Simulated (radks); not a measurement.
Q: All-electron atom: the palladium ion Pd+ in [Kr] 4d6 5s2 5p1 (not the ground configuration). Method: Dirac Kohn-Sham, PBE, spin-unpolarised, spherical densities, point nucleus; open shells are shared between the two j in proportion to 2j + 1; computed with a radial shooting solver on a logarithmic mesh with Libxc functionals. Some entries of the table are withheld. Estimate them.

| orbital | occ. | eigenvalue (hartree) | <1/r> (bohr^-1) |
|---|---|---|---|
| 1s1/2 | 2 | -888.6039 | 48.24 |
| 2s1/2 | 2 | -130.5994 | 11.09 |
| 2p1/2 | 2 | (1) | 11.07 |
| 2p3/2 | 4 | (2) | 10.43 |
| 3s1/2 | 2 | -24.38640 | 3.864 |
| 3p1/2 | 2 | -20.68184 | 3.768 |
| 3p3/2 | 4 | -19.66036 | 3.613 |
| 3d3/2 | 4 | -13.10618 | (3) |
| 3d5/2 | 6 | -12.90242 | (4) |
| 4s1/2 | 2 | -4.10355 | (5) |
| 4p1/2 | 2 | -2.94139 | (6) |
| 4p3/2 | 4 | -2.77012 | (7) |
| 4d3/2 | 2.4 | (8) | 1.033 |
| 4d5/2 | 3.6 | (9) | 1.021 |
| 5s1/2 | 2 | -0.59090 | 0.5083 |
| 5p1/2 | 0.333333 | (10) | 0.4150 |
| 5p3/2 | 0.666667 | (11) | 0.4020 |

A: 
(1) 2p1/2 eigenvalue (hartree): -121.2080
(2) 2p3/2 eigenvalue (hartree): -115.3508
(3) 3d3/2 <1/r> (bohr^-1): 3.445
(4) 3d5/2 <1/r> (bohr^-1): 3.405
(5) 4s1/2 <1/r> (bohr^-1): 1.481
(6) 4p1/2 <1/r> (bohr^-1): 1.366
(7) 4p3/2 <1/r> (bohr^-1): 1.319
(8) 4d3/2 eigenvalue (hartree): -0.99082
(9) 4d5/2 eigenvalue (hartree): -0.96906
(10) 5p1/2 eigenvalue (hartree): -0.36711
(11) 5p3/2 eigenvalue (hartree): -0.35156
